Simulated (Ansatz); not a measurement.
Isolated molecules relaxed with PBE0-D4/def2-TZVP in Ansatz; ΔE leaves out vibrations. CCSD(T)/CBS adds triple-zeta CCSD(T) − MP2 to the extrapolated MP2 energy (def2 sets, frozen cores). DFT in def2-TZVPP. B3LYP here is the variant with VWN-RPA as its local correlation; programs differ in this. Elements past krypton have def2 core potentials. For In outer-core shells are correlated without core-valence functions, which leaves a few kJ/mol of doubt a bond. Each species was taken in one conformer, which may not be the lowest.

`[SiH3][SiH2][InH2]` + `O=C(O)O` → `O=C(O)O[SiH2][SiH3]` + `[InH3]`  (cleavage of the Si–In bond)

(1) Is it downhill or uphill in electronic energy at CCSD(T)/CBS, and by how much? (Best estimate.)

(2) What do these levels give: PBE-D4, r2SCAN-D4, PBE0-D4, ωB97X-V, B2PLYP, PBE, B3LYP, MP2/def2-TZVPP, HF/def2-QZVPP, MP2/def2-QZVPP, HF/CBS(def2), CCSD/CBS(def2)? (Best estimate.)

Largest T1 diagnostic among the species: 0.015.

Answers

(1) The calculation gave: Downhill: ΔE = -35.1 kJ/mol.

(2) Ansatz gave: PBE-D4 -18.9, r2SCAN-D4 -33.3, PBE0-D4 -23.1, ωB97X-V -42.2, B2PLYP -38.2, PBE -15.5, B3LYP -34.5, MP2/def2-TZVPP -36.8, HF/def2-QZVPP -56.5, MP2/def2-QZVPP -36.2, HF/CBS(def2) -56.7, CCSD/CBS(def2) -36.5 kJ/mol.

In def2-TZVPP, CCSD(T) changes the Hartree–Fock value by +17.5 kJ/mol (the triples alone add +1.5 kJ/mol) and MP2 by +17.9 kJ/mol. From PBE to PBE0 (25 % exact exchange), in def2-TZVPP and without D4, ΔE moves by −4.8 kJ/mol. The D4 term adds −5.2 kJ/mol with B3LYP and −2.8 kJ/mol with PBE0; it sums over pairs of atoms, weighted by their polarisabilities, and B3LYP, whose exchange is more repulsive, gets the larger term.
